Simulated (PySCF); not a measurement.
CH₇FN₂Si, SMILES CN[Si@H](N)F. The structure is a stationary point at r2SCAN-D4/def2-SVP. The structure was generated by enumeration; whether it is a known compound was not checked. Other conformers were not sampled.

Calculation: r2SCAN-D4/def2-SVP (PySCF).

Harmonic wavenumbers (cm⁻¹): 97, 150, 194, 228, 288, 336, 363, 412, 511, 757, 773, 810, 867, 914, 956, 1091, 1142, 1162, 1399, 1445, 1466, 1503, 1534, 2234, 2992, 3062, 3118, 3590, 3592, 3695. Rotational constants (GHz): 6.372, 2.625, 2.048; symmetry number 1.

Work out the zero-point energy and the ideal-gas rigid-rotor harmonic-oscillator thermochemistry at 298.15 K and 1 atm.

ZPE = ½ Σ hcν = ½ × 40681 cm⁻¹ = 243.33 kJ/mol. H − E(el) = 265.45 kJ/mol. Entropy in J/(mol K): translation 165.43, rotation 111.47, vibration 70.95, total 347.85. G − E(el) = 161.74 kJ/mol. Cp = 115.77 J/(mol K). Modes under 150 cm⁻¹ make the vibrational entropy uncertain.
